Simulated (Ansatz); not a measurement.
Relaxation of FH₇N₂OSi₂ (13 atoms, charge 0, multiplicity 1), to a largest force component of 0.02 eV/Å in at most 40 steps.

All numbers below come from RKS B3LYP-D4/6-31G (Ansatz).

```xyz
13
Properties=species:S:1:pos:R:3
Si 0.000 0.000 0.000
O 0.000 0.000 1.680
Si -1.315 -0.407 2.644
H -2.239 -1.240 1.880
H -0.851 -1.143 3.816
H -1.999 0.809 3.073
N 1.716 0.000 -0.606
H 2.215 -0.918 -0.787
H 2.217 0.918 -0.778
F -0.749 1.297 -0.529
N -0.857 -1.485 -0.606
H -1.392 -2.101 0.070
H -0.822 -1.734 -1.636
```

Problem. Where does it end, and by what steps?

Solution. The run converged. The force dipped under the threshold on the way, but the program's further checks kept it going. Limits of this set-up: no polarisation functions. After 13 steps the energy has fallen by 1.078 eV; H4 moved furthest, 1.27 Å.

```tsv
step	energy less start (eV)	largest force component (eV/Å)	accepted
0	0.0000	4.691	yes
1	-0.7536	2.576	yes
2	-0.9528	0.559	yes
3	-1.0002	0.264	yes
4	-1.0340	0.271	yes
5	-1.0486	0.169	yes
6	-1.0503	0.253	yes
7	-1.0702	0.138	yes
8	-1.0753	0.020	yes
9	-1.0766	0.092	yes
10	-1.0771	0.050	yes
11	-1.0775	0.053	yes
12	-1.0778	0.038	yes
13	-1.0781	0.019	yes
```

```xyz
13
Properties=species:S:1:pos:R:3
Si -0.139 -0.255 -0.191
O -0.753 -0.583 1.327
Si -1.328 -0.317 2.901
H -2.620 -1.061 3.076
H -0.322 -0.831 3.891
H -1.561 1.147 3.146
N 1.567 -0.014 -0.367
H 2.212 -0.787 -0.420
H 1.996 0.897 -0.338
F -0.778 1.263 -0.593
N -0.647 -1.572 -1.184
H -1.400 -2.181 -0.907
H -0.301 -1.711 -2.120
```

Whether the end is a true minimum wasn't checked by a vibrational analysis.

Run time: 38 s on 1 thread of AMD EPYC 9R45 96-Core Processor (Zen 5), with other jobs on the host, peak memory 0.21 GiB.
